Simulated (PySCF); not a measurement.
Si(H)(PH2)3 (H7P3Si), SMILES P[SiH](P)P. Atoms are numbered in the order given.

```xyz
11

Si     0.1490     0.0484    -0.5441
P      0.3469     2.1122     0.4003
P     -2.0039    -0.6943    -0.4562
P      1.3988    -1.5011     0.5694
H      0.5210     0.1749    -1.9845
H      0.2112     1.6043     1.7300
H      1.7777     2.0899     0.4401
H     -2.5602     0.5632    -0.8490
H     -2.1280    -0.4198     0.9416
H      2.6422    -0.9654     0.1099
H      1.3241    -2.4771    -0.4735
```
Charge 0, spin multiplicity 1.

Geometry optimised at B3LYP-D3(BJ)/def2-SVP. The structure was generated by enumeration, and PubChem lists no compound with its InChIKey, so it may never have been made. Other conformers were not sampled.

These are CAM-B3LYP/def2-TZVP in PySCF values and carry that method's errors.

ESP charges are fitted to the potential on shells at 1.4 to 2.0 van der Waals radii. Atomic charges (e):

| atom | Mulliken | Löwdin | IAO | ESP fit |
|---|---|---|---|---|
| Si1 | 0.21 | -0.24 | 0.43 | 0.41 |
| P2 | -0.18 | 0.06 | -0.07 | -0.32 |
| P3 | -0.19 | 0.07 | -0.07 | -0.27 |
| P4 | -0.18 | 0.06 | -0.08 | -0.28 |
| H5 | -0.02 | -0.04 | -0.12 | -0.09 |
| H6 | 0.06 | 0.02 | -0.02 | 0.09 |
| H7 | 0.06 | 0.01 | -0.02 | 0.11 |
| H8 | 0.06 | 0.02 | -0.01 | 0.09 |
| H9 | 0.06 | 0.02 | -0.02 | 0.10 |
| H10 | 0.06 | 0.02 | -0.01 | 0.07 |
| H11 | 0.06 | 0.02 | -0.01 | 0.09 |

Q: Give the Mayer and Wiberg (Löwdin basis) orders of the bonds. (An estimate is asked for; the answer gives what the named calculation found.)

A: 
```
bond    Mayer  Wiberg
------  -----  ------
Si1–P2   1.04    1.34
Si1–P3   1.04    1.34
Si1–P4   1.03    1.33
Si1–H5   0.93    0.93
P2–H6    0.95    0.97
P2–H7    0.95    0.97
P3–H8    0.95    0.97
P3–H9    0.95    0.97
P4–H10   0.96    0.97
P4–H11   0.95    0.97
```
